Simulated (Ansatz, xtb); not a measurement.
**Two isomers of C5H4N2**

Structure I is `N#C[C@@H]1C[C@H]1C#N`, a singlet and structure II is `N#C[C@@H]1C[C@@H]1C#N`, a singlet. Both are isolated molecules in the gas phase, relaxed with r2SCAN-D4/def2-SVP.

Energies in hartree; the thermal terms are from GFN2-xTB frequencies at re-optimised GFN2-xTB minima (ideal gas, soft modes damped towards free rotors, one conformer each, 298.15 K, 1 atm) and include the zero-point energy:

|  | I | II |
| --- | --- | --- |
| E, CCSD(T)/def2-SVP | −301.316812 | −301.314624 |
| E, MP2/def2-SVP | −301.245520 | −301.243505 |
| E, MP2/def2-TZVPP | −301.785523 | −301.783723 |
| zero-point energy | 0.077457 | 0.077460 |
| H(298 K) − E | 0.084923 | 0.084907 |
| G(298 K) − E | 0.047464 | 0.046815 |

Question: Correct the CCSD(T) difference for the basis set by the MP2 change, then work out ΔE, ΔE₀, ΔH and ΔG for I → II in kcal/mol (1 Eh = 627.51 kcal/mol) and the equilibrium ratio [II]/[I].

Answer: 1. Differences II − I: CCSD(T) +0.002188, MP2 in the small set +0.002015, MP2 in the large set +0.001800 Eh.
2. ΔE = +0.002188 + (+0.001800 − (+0.002015)) = +0.001973 Eh = +1.24 kcal/mol.
3. ΔE₀ = ΔE + ΔZPE = +0.001973 + (+0.000003) Eh = +1.24 kcal/mol.
4. ΔH = ΔE + (−0.000016) Eh = +1.23 kcal/mol.
5. ΔG = ΔE + (−0.000649) Eh = +0.83 kcal/mol, so ΔS = (ΔH − ΔG)/T = +5.6 J/(mol K).
6. kT = 0.9442 mEh, so K = [II]/[I] = exp(−ΔG/kT) = exp(−1.40) ≈ 0.25.

The two are too close for this level to say which is favoured. An error of 1 kcal/mol in ΔG would change K by a factor of 5.4. Mirror images and further conformers aren't counted.

As drawn, both hold the same kinds of bond in the same numbers.

Other levels gave ΔE = +1.2 (GFN2-xTB); +0.8 (HF/STO-3G, GFN2-xTB geometries); +1.4 (r2SCAN-D4/def2-SVP//GFN2-xTB); +1.3 (r2SCAN-D4/def2-SVP); +1.7 (HF/def2-SVP); +1.3 (MP2/def2-SVP); +1.4 (CCSD(T)/def2-SVP) kcal/mol. The correlated steps freeze 7 core orbitals. Programs: Ansatz 0.2.0, xtb 6.7.1.
